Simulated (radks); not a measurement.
Problem. The indium ion In4+, configuration [Kr] 4d9. Method: Dirac Kohn-Sham, PBE, spin-unpolarised, spherical densities, finite nucleus; open shells fill j = l - 1/2 first; Fermi nuclear charge, rms radius 4.6156 fm; computed with a radial shooting solver on a logarithmic mesh with Libxc functionals.

Spin-orbit splittings of the eigenvalues, e(l+1/2) - e(l-1/2), with zeta = 2 splitting/(2l+1) and mean radii in bohr:

| shell | occ. | splitting (eV) | zeta (eV) | <r> j=l-1/2 | <r> j=l+1/2 |
|---|---|---|---|---|---|
| 2p | 6 | ? | ? | 0.1085 | 0.1137 |
| 3p | 6 | 38.10 | 25.40 | 0.3393 | 0.3504 |
| 3d | 10 | 7.808 | 3.123 | 0.3222 | 0.3257 |
| 4p | 6 | 6.772 | 4.515 | 0.8929 | 0.9215 |
| 4d | 9 | 0.9489 | 0.3796 | 1.102 | 1.114 |

Estimate the 2p splitting.

Solution. 210.9 eV (zeta = 140.6 eV).
